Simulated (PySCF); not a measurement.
Species: C8H5O2 (charge -1).
Z-matrix (Å and degrees, GFN2-xTB geometry), rows numbered from 1:
```
O 
C   1  1.2391
O   2  1.2379  1  129.77
C   2  1.5622  1  115.07  3   180.00
C   4  1.4147  2  121.89  1    -0.05
C   5  1.3818  4  123.97  2  -179.92
C   6  1.4118  5  122.56  4    -0.10
C   7  1.3563  6  112.68  5     0.01
C   4  1.3622  2  127.04  1   179.94
C   9  1.4877  4  171.91  2    -0.04
H   5  1.0816  4  116.09  2     0.07
H   6  1.0838  5  119.11  4   179.92
H   7  1.0849  6  121.60  5   179.95
H  10  1.0870  8  119.09  9   107.09
H  10  1.0870  8  119.14  9  -106.99
```

PySCF, density fitting, gas phase, GFN2-xTB geometry. The standard run uses grid level 2 after a coarse-grid start, the def2-universal JK fitting basis (with tight functions added where the orbital basis needs them), an energy threshold of 1e-9 Eh and DIIS. Cycle counts include a coarse-grid stage where the run had one.

**Question.** Standard PBE0/def2-SVPD: E = -457.456903 Eh, HOMO -1.926 eV, LUMO 2.977 eV, 16 cycles (coarse-grid cycles included). What changes at PBE0/def2-SVPD with: grid level 4?

**Answer.** E = -457.456917 Eh (-0.014 mEh), HOMO -1.926 eV (0.000), LUMO 2.977 eV (0.000), 16 SCF cycles. The result matches the standard run within 0.02 mEh and 0.003 eV.

The cycles:
```
cycle   1  E = -457.1443119697  dE =  2.044e+00  |g| = 1.039e+00  |ddm| = 1.095e+01
cycle   2  E = -455.0398619281  dE =  2.104e+00  |g| = 2.575e+00  |ddm| = 1.595e+02
cycle   3  E = -457.2907932726  dE = -2.251e+00  |g| = 5.163e-01  |ddm| = 1.595e+02
cycle   4  E = -457.3669201771  dE = -7.613e-02  |g| = 2.134e-01  |ddm| = 1.799e+00
cycle   5  E = -457.3736227247  dE = -6.703e-03  |g| = 1.326e-01  |ddm| = 8.933e-01
cycle   6  E = -457.3782888487  dE = -4.666e-03  |g| = 2.822e-02  |ddm| = 4.007e-01
cycle   7  E = -457.3784536716  dE = -1.648e-04  |g| = 1.272e-02  |ddm| = 1.251e-01
cycle   8  E = -457.3784854530  dE = -3.178e-05  |g| = 4.447e-03  |ddm| = 3.644e-02
cycle   9  E = -457.3784894440  dE = -3.991e-06  |g| = 1.651e-03  |ddm| = 1.502e-02
cycle  10  E = -457.4568908150  dE = -2.211e-05  |g| = 1.101e-02  |ddm| = 2.487e-01
cycle  11  E = -457.4568522892  dE =  3.853e-05  |g| = 1.789e-02  |ddm| = 6.895e-02
cycle  12  E = -457.4569155561  dE = -6.327e-05  |g| = 2.216e-03  |ddm| = 3.968e-02
cycle  13  E = -457.4569165450  dE = -9.889e-07  |g| = 5.727e-04  |ddm| = 5.189e-03
cycle  14  E = -457.4569166083  dE = -6.331e-08  |g| = 1.252e-04  |ddm| = 1.407e-03
cycle  15  E = -457.4569166115  dE = -3.207e-09  |g| = 4.074e-05  |ddm| = 5.554e-04
cycle  16  E = -457.4569166119  dE = -3.275e-10  |g| = 2.011e-05  |ddm| = 1.781e-04
```
